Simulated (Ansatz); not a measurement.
Gas-phase electronic energies from Ansatz, PBE0-D4/def2-TZVP geometries. CCSD(T)/CBS is the MP2 limit (def2-TZVPP, def2-QZVPP) plus CCSD(T) − MP2 in def2-TZVPP, frozen cores. Functionals use def2-TZVPP. For Ge outer-core shells are correlated without core-valence functions, which leaves a few kJ/mol of doubt a bond. Scalar relativity is left out up to krypton. Each species was taken in one conformer, which may not be the lowest.

`C=CB(C=C)C=C` + `B[NH][GeH3]` → `B[N]([GeH3])C=C` + `C=CBC=C`  (substitution at a C–B bond)

```
          species  PBE0-D4 energy (Eh)
   `C=CB(C=C)C=C`           -258.61534
    `B[NH][GeH3]`          -2159.90735
`B[N]([GeH3])C=C`          -2237.23437
        `C=CBC=C`           -181.27073
```

(1) Work out ΔE.

Largest T1 diagnostic among the species: 0.013.

Answers

(1) ΔE = (-2237.23437) + (-181.27073) − (-258.61534) − (-2159.90735) = 0.01759 Eh = +0.48 eV. CCSD(T)/CBS gives +0.51 eV.
